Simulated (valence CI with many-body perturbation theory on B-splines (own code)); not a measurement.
# E1 line list for Cu XV

Method: valence CI with perturbative core correlation (CI+MBPT): five valence electrons over a frozen Dirac-Fock core [Ne], a basis of 11 s, 11 p, 10 d, 8 f, 5 g, 2 h functions for each j, with the one-electron correlation potential Σ1, the two-electron term Σ2, the three-electron term Σ3, Breit, model QED; selected CI, second order for the rest, scaled by the run's own slope (own B-spline code, finite nucleus).

No measured spectrum was set against this ion. As an estimate, levels of excited configurations hold to 0.05 to 0.15 % of their energy, terms of the ground configuration to about 0.5 %. Among the levels kept, up to 3300 cm⁻¹ of a level comes from second order outside the variational space, and about a tenth of that is noise between levels of different J, which matters for small intervals.

Lines 151 to 200 of 568 in falling wavelength, among levels below 1307400 cm⁻¹, chosen from the strongest by gf and those to the six lowest levels. Wavelengths and rates use the calculated energies, so an error of 300 cm⁻¹ moves a line at 21.12 nm by 0.063 % and its rate by three times that or more. Electric multipoles are in the length gauge, E1 and E2 with the static RPA response of the core. Weak lines are less certain than strong ones. Lines between different terms over intervals too small for the method are left out, as are lines whose strength nearly cancels. Where a level lies close to another of its J and parity, the split of strength between their lines is uncertain.

Names give the largest LS component (configuration and term), which can be under half, so a name can repeat, a term be missing and a line seem to break the LS rules; names also repeat where a configuration has a term twice. Letters in brackets count levels of one name in rising energy.

```
λ vac (nm)                   Upper                  Lower   A (s⁻¹)  log gf  Branch %
     21.12   3s 3p3 3d 2G°_9/2 [b]  3s2 3p2 3d 2F_7/2 [a]  5.41e+09   -0.44      19.9
     21.09   3s 3p3 3d 4D°_7/2 [d]      3s2 3p2 3d 4D_7/2  1.04e+10   -0.26      12.4
     21.09       3s2 3p2 3d 4F_7/2        3s2 3p3 2D°_5/2  5.85e+07   -2.51     100.0
     21.02   3s 3p3 3d 4D°_1/2 [c]      3s2 3p2 3d 4F_3/2  6.67e+09   -1.05       8.0
     21.02   3s 3p3 3d 2F°_5/2 [b]  3s2 3p2 3d 2F_5/2 [a]  5.64e+09   -0.65      36.5
     20.94   3s 3p3 3d 2F°_7/2 [b]  3s2 3p2 3d 2F_7/2 [a]  2.86e+09   -0.82      11.0
     20.92   3s2 3p2 3d 2P_3/2 [a]        3s2 3p3 4S°_3/2  1.14e+08   -2.52       0.9
     20.86   3s 3p3 3d 2D°_3/2 [b]      3s 3p4 2S_1/2 [b]  3.82e+09   -1.00      10.5
     20.81  3s2 3p 3d2 2D°_3/2 [a]      3s2 3p2 3d 2P_1/2  1.57e+10   -0.39      16.0
     20.80   3s 3p3 3d 2P°_1/2 [c]  3s2 3p2 3d 2D_3/2 [b]  7.62e+09   -1.01       6.4
     20.69       3s 3p4 2S_1/2 [a]        3s2 3p3 4S°_3/2  2.76e+08   -2.45       1.9
     20.61  3s2 3p 3d2 2G°_9/2 [a]  3s2 3p2 3d 2F_7/2 [b]  7.54e+09   -0.32       8.2
     20.59   3s 3p3 3d 2F°_7/2 [b]  3s2 3p2 3d 2F_5/2 [a]  6.61e+09   -0.47      25.4
     20.58  3s2 3p 3d2 2G°_7/2 [a]  3s2 3p2 3d 2F_5/2 [b]  9.19e+09   -0.33       9.5
     20.57   3s2 3p2 3d 2F_7/2 [a]        3s2 3p3 2D°_5/2  6.79e+07   -2.46     100.0
     20.51   3s 3p3 3d 2P°_3/2 [c]  3s2 3p2 3d 2P_3/2 [b]  9.65e+09   -0.61       7.4
     20.48       3s2 3p2 3d 4D_3/2        3s2 3p3 2D°_5/2  1.07e+09   -1.57      52.5
     20.48   3s 3p3 3d 2D°_5/2 [c]      3s2 3p2 3d 2G_7/2  8.58e+09   -0.49      10.8
     20.42   3s 3p3 3d 4D°_5/2 [d]      3s2 3p2 3d 4D_5/2  6.49e+09   -0.61       7.1
     20.35   3s 3p3 3d 4D°_7/2 [d]      3s2 3p2 3d 4D_5/2  3.21e+09   -0.80       3.8
     20.34   3s 3p3 3d 2F°_5/2 [d]  3s2 3p2 3d 2P_3/2 [b]  2.93e+09   -0.96       3.7
     20.34   3s 3p3 3d 2D°_5/2 [d]  3s2 3p2 3d 2D_5/2 [b]  1.21e+10   -0.35      11.4
     20.27   3s 3p3 3d 2F°_7/2 [d]      3s2 3p2 3d 2G_9/2  3.85e+10    0.28      49.0
     20.27   3s 3p3 3d 2D°_5/2 [e]  3s2 3p2 3d 2F_7/2 [b]  1.87e+10   -0.16      12.7
     20.24   3s 3p3 3d 2D°_5/2 [e]  3s2 3p2 3d 2P_3/2 [c]  2.55e+10   -0.03      17.3
     20.15   3s 3p3 3d 4D°_5/2 [a]          3s 3p4 4P_5/2  1.70e+08   -2.21      14.9
     20.15       3s2 3p2 3d 4D_5/2        3s2 3p3 2D°_5/2  3.04e+08   -1.95      21.6
     20.15  3s2 3p 3d2 2D°_3/2 [a]  3s2 3p2 3d 2D_3/2 [b]  2.58e+10   -0.20      26.3
     20.14       3s2 3p2 3d 4D_1/2        3s2 3p3 2D°_3/2  1.18e+09   -1.84      55.7
     20.13   3s 3p3 3d 2F°_5/2 [d]      3s2 3p2 3d 2G_7/2  2.67e+10   -0.01      33.7
     20.12      3s2 3p 3d2 4P°_5/2  3s2 3p2 3d 2D_5/2 [b]  5.17e+09   -0.73       5.2
     20.12   3s 3p3 3d 2D°_3/2 [c]      3s2 3p2 3d 4D_5/2  9.52e+09   -0.64      12.1
     20.11   3s 3p3 3d 4D°_3/2 [d]      3s2 3p2 3d 4D_3/2  4.08e+09   -1.00       4.6
     20.10   3s 3p3 3d 4D°_3/2 [a]          3s 3p4 4P_5/2  5.51e+07   -2.88       4.1
     20.09   3s 3p3 3d 4D°_5/2 [d]      3s2 3p2 3d 4D_3/2  4.41e+09   -0.80       4.8
     20.04   3s 3p3 3d 4D°_7/2 [a]          3s 3p4 4P_5/2  4.45e+07   -2.67       6.7
     20.02   3s 3p3 3d 4D°_1/2 [d]      3s2 3p2 3d 4D_3/2  1.44e+10   -0.76      16.0
     20.01   3s 3p3 3d 4D°_5/2 [d]  3s2 3p2 3d 2F_7/2 [a]  1.01e+10   -0.44      11.0
     19.96   3s 3p3 3d 4D°_1/2 [d]      3s2 3p2 3d 4D_1/2  8.19e+09   -1.01       9.1
     19.95   3s 3p3 3d 4D°_7/2 [d]  3s2 3p2 3d 2F_7/2 [a]  6.06e+09   -0.54       7.2
     19.94   3s 3p3 3d 4D°_7/2 [d]      3s2 3p2 3d 4F_9/2  3.54e+10    0.23      42.2
     19.94   3s2 3p2 3d 2P_3/2 [b]        3s2 3p3 2P°_3/2  3.14e+09   -1.13       3.6
     19.87   3s 3p3 3d 2D°_5/2 [e]  3s2 3p2 3d 2F_5/2 [b]  6.77e+09   -0.62       4.6
     19.87  3s2 3p 3d2 2F°_7/2 [b]  3s2 3p2 3d 2D_5/2 [c]  1.90e+09   -1.05       1.8
     19.76       3s2 3p2 3d 4D_5/2        3s2 3p3 2D°_3/2  4.29e+07   -2.82       3.1
     19.74  3s2 3p 3d2 2F°_7/2 [a]  3s2 3p2 3d 2D_5/2 [a]  1.20e+10   -0.25      15.2
     19.74  3s2 3p 3d2 2F°_5/2 [b]  3s2 3p2 3d 2D_5/2 [c]  4.01e+09   -0.85       3.1
     19.73  3s2 3p 3d2 2F°_5/2 [a]  3s2 3p2 3d 2D_3/2 [a]  7.04e+09   -0.61       8.8
     19.73   3s 3p3 3d 2D°_3/2 [b]      3s 3p4 2S_1/2 [a]  7.31e+09   -0.77      20.2
     19.72   3s 3p3 3d 2D°_3/2 [e]  3s2 3p2 3d 2F_5/2 [b]  1.06e+10   -0.61       6.2
```
